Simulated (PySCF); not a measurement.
Hf(Cl)2(OH) (Cl2HHfO), SMILES [OH][Hf+]([Cl])[Cl], charge +1, multiplicity 1.

Coordinates come from a PBE-D3(BJ)/def2-SVP optimisation. The multiplicity is an assumed one; other spin states were not compared. The isomer is the one that the SMILES or the coordinates give; other isomers of the formula were not compared. The def2 effective core potentials stand for the cores of Hf; spin–orbit coupling is left out. Other conformers were not sampled.

All values below come from PySCF with PBE/def2-TZVPD.

Isolated molecule, no solvent.

```
Item                                                              Result
------------------------------------------------  ----------------------
total energy                                         -1043.81056 hartree
point group                                                           Cs
highest occupied level                                         -12.87 eV
lowest empty level                                              -9.28 eV
orbital gap                                                      3.59 eV
dipole moment about the centre of nuclear charge                  3.84 D
mean static polarisability                          65.4 bohr³ (9.68 Å³)
polarisability, principal values                  47.2, 68.2, 80.7 bohr³
```
